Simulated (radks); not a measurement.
Task: The mean radii <r> (bohr) of the occupied orbitals of an atom or ion are listed with their occupations. Method: Dirac Kohn-Sham, exchange-only PBE, spin-unpolarised, spherical densities, finite nucleus; Fermi nuclear charge, rms radius of each element as measured or else 0.836 A^(1/3) + 0.57 fm; computed with a radial shooting solver on a logarithmic mesh with Libxc functionals.

orbital  occ.      <r>
1s1/2       2  0.01659
2s1/2       2  0.06926
2p1/2       2  0.05692
2p3/2       4  0.06560
3s1/2       2   0.1798
3p1/2       2   0.1701
3p3/2       4   0.1858
3d3/2       4   0.1617
3d5/2       6   0.1664
4s1/2       2   0.3872
4p1/2       2   0.3868
4p3/2       4   0.4158
4d3/2       4   0.4132
4d5/2       6   0.4218
4f5/2       6   0.4064
4f7/2       1   0.4102

Name the element and its charge. Open shells, if any, fill j = l - 1/2 first.

Result: Z = 80, mercury, charge +27: Hg27+ in [Kr] 4d10 4f7. The 1s radius gives Z: for a bare nucleus <r> = (2 gamma + 1)/(2Z) with gamma = sqrt(1 - (Z/c)^2), 0.0164 bohr for Z = 80, and screening makes it slightly larger (0.01659 here). The occupations add up to 53, and the charge is Z minus that.
